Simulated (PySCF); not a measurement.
I3Sb, SMILES [I][Sb-]([I])[I], charge -1, multiplicity 2.

Geometry: PBE0-D3(BJ)/def2-SVPD. The def2 effective core potentials stand for the cores of I, Sb; spin–orbit coupling is left out.

Calculation: PySCF with IEF-PCM-B3LYP/def2-SVPD.

The values are the electrostatic part of the solvation free energy, E(continuum) − E(gas) at the gas-phase geometry, in a cavity of scaled van der Waals radii (PySCF's table); cavitation and dispersion terms are not included. A continuum can't describe solvent molecules that bind to the metal.

```
solvent         ε  ΔG(elec) (kcal/mol)
----------  -----  -------------------
water       78.36                -39.9
2-propanol  19.26                -38.2
ethanol     24.85                -38.7
```
